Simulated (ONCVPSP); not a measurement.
# Configuration tests for silicon (ONCV)

* Element: silicon (Si)
* Generator: ONCVPSP 4.0.1
* Type: optimised norm-conserving Vanderbilt (ONCV)
* Functional: PBE
* Relativity: scalar-relativistic
* Frozen core: [Ne]
* Valence charge: 4
* Reference configuration: 3s2 3p1.5 (charge +0.5)
* Partial waves: 3s: rc 1.75 bohr, ncon 5, nbas 9, qcut 4.8 1/bohr, 3 projectors, debl 0.9 Ha; 3p: rc 1.85 bohr, ncon 5, nbas 8, qcut 4.2 1/bohr, 1 projector
* Local potential: polynomial inside 1.35 bohr (lpopt 4, dvloc0 2 Ha)
* Core correction: Teter function, fcfact 1.75, rcfact 1.3

Energies are relative to the spin-unpolarised reference configuration 3s2 3p1.5; without spin polarisation the order of configurations can differ from experiment.

(1) Give the all-electron excitation energy and the error of the potential for: 3s2 3p2; 3s2 3p1; 3s2 3p0; 3s0 3p4.

Levels in the configuration 3s2 3p2:

```csv
level,all-electron (eV),pseudo (eV)
3s,-10.813,-10.814
3p,-4.081,-4.081
```

Note: ghosts flagged at negative energy: s at -118.8 eV; GHOST(+) flags only above 600 eV. A true bound ghost makes a file unfit for plane-wave use.

Results:

(1)

```tsv
valence configuration	charge	ΔE all-electron (eV)	error AE − PS (meV)
3s2 3p2	0	-2.921	+0.2
3s2 3p1	+1	4.819	-0.2
3s2 3p0	+2	20.811	-2.9
3s0 3p4	0	10.857	+4.1
```
